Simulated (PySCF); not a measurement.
A structure optimised at PBE-D3(BJ)/def2-SVP, used in a PySCF frequency run:

```
C
C 1 1.3559
H 2 1.0995 1 122.60
H 1 1.1023 2 116.47 3 0.00
C 1 1.4444 4 117.47 2 180.00
C 5 1.3559 1 126.06 4 0.00
H 6 1.0995 5 122.60 1 180.00
H 5 1.1023 6 116.47 7 0.00
Cl 2 1.7357 3 113.20 1 -180.00
Cl 6 1.7357 7 113.20 5 180.00
```
Charge 0, spin multiplicity 1.

Question: Write its SMILES, formula and point group.

Answer: Cl/C=C\C=C/Cl, C4H4Cl2, C2h

Question: What are its rotational constants (standard atomic weights)?

Answer: 10.316, 0.76686, 0.71380 GHz
